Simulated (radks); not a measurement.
Cu2+, 27 electrons, occupied as [Ar] 3d9 (the NIST ground configuration). Calculated with a radial shooting solver on a logarithmic mesh with Libxc functionals: Dirac Kohn-Sham, PBEsol, spin-unpolarised, spherical densities, finite nucleus; open shells fill j = l - 1/2 first; Fermi nuclear charge, rms radius 3.8823 fm. Some entries of the table are withheld. Estimate them.

orbital,occ.,eigenvalue (eV),<1/r> (bohr^-1),<r> (bohr)
1s1/2,2,-8866.212,29.14,0.05216
2s1/2,2,-1086.712,6.354,(1)
2p1/2,2,-955.4406,6.311,0.2042
2p3/2,4,-934.9751,6.170,0.2076
3s1/2,2,-139.8942,2.006,0.7106
3p1/2,2,-99.1505,(2),0.7385
3p3/2,4,-96.5470,(3),0.7490
3d3/2,4,-29.7725,1.465,0.9178
3d5/2,5,-29.4720,1.455,0.9239

Answer. 
(1) 2s1/2 <r> (bohr): 0.2352
(2) 3p1/2 <1/r> (bohr^-1): 1.875
(3) 3p3/2 <1/r> (bohr^-1): 1.841
